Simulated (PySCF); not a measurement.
PySCF input (BP86/def2-SVP):

```python
from pyscf import gto, dft

mol = gto.M(
    atom='''
    C    -0.46470000    1.98197500    0.17589300
    Si   -0.24645100    0.31079200   -0.55609700
    C    -1.85343300   -0.66699900   -0.54418200
    Si    1.38653800   -0.84161600    0.69498200
    H     0.17546800    2.82053600   -0.07400300
    H    -1.18244000    2.18280800    0.96423400
    H     0.26914200    0.44161900   -1.94543900
    H    -2.61601900   -0.16844400   -1.14529500
    H    -1.70278700   -1.66983300   -0.94772400
    H    -2.23526600   -0.76788700    0.47372700
    H     0.93063000   -1.00591700    2.09925800
    H     1.63874500   -2.19466600    0.13283500
    H     2.67011200   -0.09655200    0.70775500
    ''',
    basis='def2-svp',
    charge=0,
    spin=1,
    verbose=4,
)

mf = dft.UKS(mol, xc='bp86')
mf.grids.level = 3
mf.conv_tol = 1e-9
mf.max_cycle = 100
mf.max_memory = 1500
mf.kernel()
if not mf.converged:
    mf = mf.newton()
    mf.kernel(mf.make_rdm1())
mo, _, stable, _ = mf.stability(return_status=True)
if not stable:
    mf.kernel(mf.make_rdm1(mo, mf.mo_occ))
    stable = mf.stability(return_status=True)[2]
mf.dip_moment()
```

From the output:

```
  HOMO = -0.192311967553  LUMO = -0.123372215271  gap/eV = 1.87595
cycle= 6 E= -660.36230570211  delta_E= -3.49e-05  |g|= 0.00283  |ddm|= 0.0115
  alpha nocc = 25  HOMO = -0.192789522257542  LUMO = -0.00468773270689349
  beta  nocc = 24  HOMO = -0.256404626896281  LUMO = -0.123414772848701
  HOMO = -0.192789522258  LUMO = -0.123414772849  gap/eV = 1.88778
cycle= 7 E= -660.362310903512  delta_E= -5.2e-06  |g|= 0.000588  |ddm|= 0.00429
  alpha nocc = 25  HOMO = -0.192776127571961  LUMO = -0.00475534231046204
  beta  nocc = 24  HOMO = -0.256473230972957  LUMO = -0.123317257758898
  HOMO = -0.192776127572  LUMO = -0.123317257759  gap/eV = 1.89007
cycle= 8 E= -660.36231123272  delta_E= -3.29e-07  |g|= 0.000167  |ddm|= 0.00113
  alpha nocc = 25  HOMO = -0.192766873747801  LUMO = -0.00473820601811559
  beta  nocc = 24  HOMO = -0.256447401500154  LUMO = -0.123303515599675
  HOMO = -0.192766873748  LUMO = -0.1233035156  gap/eV = 1.89019
cycle= 9 E= -660.362311246835  delta_E= -1.41e-08  |g|= 6.69e-05  |ddm|= 0.000345
  alpha nocc = 25  HOMO = -0.19278085702397  LUMO = -0.00474742639679215
  beta  nocc = 24  HOMO = -0.256462746983377  LUMO = -0.123316915164543
  HOMO = -0.192780857024  LUMO = -0.123316915165  gap/eV = 1.89021
cycle= 10 E= -660.362311250099  delta_E= -3.26e-09  |g|= 2.46e-05  |ddm|= 0.000151
  alpha nocc = 25  HOMO = -0.192774491232436  LUMO = -0.00474334137457966
  beta  nocc = 24  HOMO = -0.256456211936151  LUMO = -0.123311608447346
  HOMO = -0.192774491232  LUMO = -0.123311608447  gap/eV = 1.89018
cycle= 11 E= -660.362311250618  delta_E= -5.19e-10  |g|= 5.11e-06  |ddm|= 4.65e-05
  alpha nocc = 25  HOMO = -0.192775724479453  LUMO = -0.00474460535200372
  beta  nocc = 24  HOMO = -0.256457759100689  LUMO = -0.123312989531871
  HOMO = -0.192775724479  LUMO = -0.123312989532  gap/eV = 1.89018
Extra cycle  E= -660.362311250616  delta_E= 2.05e-12  |g|= 5.45e-06  |ddm|= 1.28e-05
converged SCF energy = -660.362311250616  <S^2> = 0.75331192  2S+1 = 2.0033092
uhf_internal: lowest eigs of H = [0.64377803 0.64857887 0.66009584]
<class 'pyscf.dft.uks.UKS'> wavefunction is stable in the internal stability analysis
Dipole moment(X, Y, Z, Debye): -0.93547,  0.23743,  0.02907
```

The geometry given is a B3LYP-D3(BJ)/def2-TZVP minimum.
